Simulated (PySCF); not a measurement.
**ZnN and its ions**

ROHF-CCSD(T); PySCF, no relativity, basis sets Zn 6-31G(d,p), N 6-31G(d,p). Neutral (ROHF): quartet (σ ↑, π ↑↑), Re = 2.058 Å, ωe = 305 cm⁻¹, De = 0.11 eV.

ZnN⁺ (ROHF): triplet (π ↑↑), Re = 2.003 Å, ωe = 426 cm⁻¹, De = 0.91 eV to Zn⁺ + N. The energies at the minima are -1832.22968 hartree for ZnN and -1831.94794 for ZnN⁺.

(1) Work out the adiabatic ionisation energy, without and with harmonic zero-point energies (1 hartree = 27.2114 eV, 1 eV = 8065.5 cm⁻¹), and the change of the bond length.

Correlated steps freeze 6 core orbitals. Weak bonds: ZnN. Basis-set superposition, not corrected here, can be much of De in a small basis, most of all at correlated wavefunction levels. For an ion De counts to the pair picked by the measured ionisation energies or electron affinities, which need not be the lowest pair at this level. The CCSD T1 diagnostic is raised in ZnN⁺, a sign that a single reference may not be enough there. States were picked by a PBE0 search and need not be the measured ground states.

Answers

(1) At ROHF-CCSD(T): 0.28174 hartree = 7.667 eV between the minima; the zero-point term (426.0 − 305.0)/2 cm⁻¹ = +0.008 eV makes it 7.674 eV. Re changes by -5.5 pm against the neutral. The electron leaves a σ orbital, and the shorter bond of the ion fits an antibonding orbital, or a change in how ionic the bond is.
